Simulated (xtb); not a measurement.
CH9AlSi2, SMILES [CH3][Al]([SiH3])[SiH3]. All values are semi-empirical tight-binding results from xtb (GFN2-xTB unless named), good for trends rather than for accurate numbers. Geometry: GFN2-xTB. The structure was generated by enumeration; whether it is a known compound was not checked.

The geometry has at least one imaginary mode, so it is a saddle point at that level.

For metal compounds this method's bond lengths and energies can be far off.

```
Item           Value
-----------  -------
orbital gap  3.00 eV
```
